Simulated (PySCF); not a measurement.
Job file and geometry (Å, from GFN2-xTB) of an NMR shielding run on `N#C[Si@@H]1NCCN1C=O`, C4H7N3OSi, GIAO PBE0/pcSseg-1 NMR shielding, non-relativistic, gas phase (PySCF 2.14.0, density-fitted response routines); density fitting, a coarse starting grid and PySCF grid level 2 are the driver's defaults:

```
$ OMP_NUM_THREADS=1 python probes_run.py task.json out

{"job": {"kind": "nmr", "xc": "PBE0", "basis": "pcSseg-1"}, "charge": 0, "multiplicity": 1}
N      3.459252     1.065670    -0.572270
C      2.516103     0.710895    -0.029033
Si     1.011075     0.043429     0.859674
N      0.509984    -1.528915     0.385477
C     -0.557188    -1.538898    -0.598427
C     -1.356590    -0.251080    -0.377680
N     -0.425667     0.727831     0.127683
C     -0.630321     2.047340     0.160392
O      0.156789     2.804123     0.677934
H      1.106346     0.205505     2.300001
H      1.080823    -2.355662     0.394255
H     -0.157983    -1.563279    -1.621033
H     -1.191089    -2.418492    -0.456137
H     -1.821424     0.095738    -1.303711
H     -2.143270    -0.420184     0.366600
H     -1.564439     2.384923    -0.325135
```

Task: Write the output of this run.

Result: 
```
coarse grid: 14584 points
cycle   1  E = -684.8007357164  dE =  1.546e+00  |g| = 8.994e-01  |ddm| = 3.797e+00
cycle   2  E = -684.1946107327  dE =  6.061e-01  |g| = 1.932e+00  |ddm| = 2.235e+00
cycle   3  E = -684.9570107885  dE = -7.624e-01  |g| = 2.378e-01  |ddm| = 1.706e+00
cycle   4  E = -684.9666975062  dE = -9.687e-03  |g| = 1.103e-01  |ddm| = 2.477e-01
cycle   5  E = -684.9690963440  dE = -2.399e-03  |g| = 1.987e-02  |ddm| = 8.781e-02
cycle   6  E = -684.9691824342  dE = -8.609e-05  |g| = 4.792e-03  |ddm| = 1.926e-02
cycle   7  E = -684.9691868323  dE = -4.398e-06  |g| = 2.053e-03  |ddm| = 4.986e-03
final grid: 138552 points
cycle   8  E = -685.0274124154  dE = -1.673e-05  |g| = 1.235e-02  |ddm| = 2.556e-02
cycle   9  E = -685.0273241069  dE =  8.831e-05  |g| = 2.443e-02  |ddm| = 2.476e-02
cycle  10  E = -685.0274425261  dE = -1.184e-04  |g| = 2.837e-03  |ddm| = 1.721e-02
cycle  11  E = -685.0274441835  dE = -1.657e-06  |g| = 6.147e-04  |ddm| = 2.109e-03
cycle  12  E = -685.0274442477  dE = -6.418e-08  |g| = 3.121e-04  |ddm| = 5.767e-04
cycle  13  E = -685.0274442666  dE = -1.893e-08  |g| = 8.392e-05  |ddm| = 2.010e-04
cycle  14  E = -685.0274442680  dE = -1.395e-09  |g| = 2.433e-05  |ddm| = 7.572e-05
cycle  15  E = -685.0274442681  dE = -1.187e-10  |g| = 6.296e-06  |ddm| = 2.453e-05
converged SCF energy = -685.0274442681

GIAO shielding tensors (ppm)
atom      isotropic    diamagn.    paramagn.     s11        s22        s33       span
  0 N      -87.164     338.200    -425.365   -286.060   -271.039    295.605    581.665
  1 C       62.968     264.082    -201.114    -50.380    -49.057    288.342    338.722
  2 Si     401.471     881.165    -479.694    355.460    406.575    442.378     86.918
  3 N      239.176     324.316     -85.140    201.400    234.814    281.315     79.915
  4 C      139.301     245.652    -106.351    117.415    134.872    165.616     48.201
  5 C      143.760     243.294     -99.534    124.503    141.581    165.197     40.694
  6 N      133.709     335.084    -201.375     33.761    126.398    240.968    207.208
  7 C       18.182     244.635    -226.453    -67.252     33.343     88.456    155.709
  8 O     -122.789     400.100    -522.890   -402.262   -240.279    274.173    676.435
  9 H       26.466      28.744      -2.278     22.596     24.222     32.581      9.985
 10 H       31.157      31.570      -0.413     22.359     27.987     43.125     20.766
 11 H       27.931      30.415      -2.484     22.845     26.331     34.617     11.772
 12 H       28.213      28.478      -0.265     23.380     26.212     35.048     11.667
 13 H       28.067      29.900      -1.833     24.336     26.279     33.587      9.251
 14 H       28.145      29.372      -1.227     22.887     26.367     35.179     12.292
 15 H       23.180      27.273      -4.093     19.603     23.335     26.603      7.000
```

Task: Turn these shieldings into chemical shifts. References, each an isolated molecule treated in the same way: 15N (σref 267.73) against NH3; 13C (σref 186.93), 29Si (σref 349.16), 1H (σref 31.72) against TMS; H2O for 17O (σref 336.08).

Result: Averaging equivalent atoms: N 0: 354.9; N 6: 134.0; N 3: 28.6; C 7: 168.7; C 1: 124.0; C 4: 47.6; C 5: 43.2; Si 2: -52.3; O 8: 458.9; H 15: 8.54; H 9: 5.25; H 11: 3.79; H 13: 3.65; H 14: 3.57; H 12: 3.50; H 10: 0.56 ppm. Unscaled 17O shifts of doubly bonded oxygen tend to come out too high, by tens of ppm or more. Experimental scales use liquid or dissolved standards, which lie at an offset from isolated NH3 (liquid NH3: subtract about 20 ppm) and H2O (liquid H2O: subtract about 36 ppm). Unscaled 15N shifts of sp2 nitrogen come out 20 to 40 ppm too high even then.

Size and cost of the density-fitted run: 195 basis functions, 78 s wall time on 1 thread of an Arm Neoverse N1, shared host; peak memory 0.86 GiB.
